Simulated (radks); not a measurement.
The numbers below are computed, except where a source is named.
Spherical jellium clusters: N electrons in a uniform positive sphere of charge N and radius rs N^(1/3), rs = 3.28 bohr. Level of theory: non-relativistic Kohn-Sham, LDA (Slater exchange, Perdew-Wang correlation), spin-polarised, spherical densities (a radial shooting solver with Libxc functionals). Levels are named by radial order and angular momentum (1s, 1p, 1d, 2s, ...), and open shells are averaged over m.

N = 17, configuration 1s2 1p6 1d(up 5, down 4). This is the lowest configuration that the search found. Occupied and some empty levels:

level,occupation,eigenvalue (eV),<r> (bohr)
1s up,1,-6.4364,5.087
1s down,1,-6.3578,5.046
1p up,3,-5.0781,6.273
1p down,3,-4.9786,6.269
1d up,5,-3.4974,7.161
1d down,4,-3.3962,7.180
2s up,0,-3.0578,6.328
2s down,0,-3.0058,6.364
1f up,0,-1.7613,8.070
1f down,0,-1.6700,8.115
2p up,0,-1.3149,8.455
2p down,0,-1.2677,8.521

Energy (eV): total -28.9604, kinetic 41.864, external -1094.0, Hartree 536.12, exchange-correlation -72.430, background 559.47.
